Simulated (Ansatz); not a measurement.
BH$_{6}$NSiZn, relaxed with RKS PBE-D4/def2-SVP in Ansatz 0.2.0 from a rough embedded geometry. The force threshold is 0.03 eV/Å; the program also tests the step.

The species carries charge 0 and has multiplicity 1. The bonds changed during the relaxation, so this is another structure than the one it started from.

Start:

```xyz
10

N    -1.617    0.030    0.303
B    -0.239    0.415    0.038
Si    1.169   -0.721    0.695
Zn    0.057    0.522   -2.395
H    -2.152   -0.044   -0.639
H    -2.129    0.859    0.807
H     2.513   -0.105    0.309
H     1.089   -2.014    0.115
H     1.123   -0.768    2.209
H     0.186    1.826   -1.440
```

(1) How much energy does the relaxation release, and in how many steps? (Estimate.)

(2) Which bonds change most? (Best estimate.)

(3) Give the relaxed structure. (An estimate is asked.)

Results:

(1) The calculation gave: 368.14 kJ/mol, in 15 steps, 1 of them rejected.

(2) The calculation gave: B2–H10 from 2.087 to 1.223 Å; B2–Si3 from 1.924 to 2.030 Å; Si3–H8 from 1.419 to 1.512 Å; N1–H6 from 1.097 to 1.021 Å.

(3) Computed: 
```xyz
10

N    -1.650    0.364    0.053
B    -0.282    0.692   -0.047
Si    1.144   -0.647    0.496
Zn    0.563    0.326   -2.434
H    -1.998   -0.583    0.210
H    -2.396    1.044   -0.101
H     2.509   -0.302   -0.048
H     0.834   -2.058    0.048
H     1.272   -0.708    2.006
H     0.004    1.873   -0.183
```
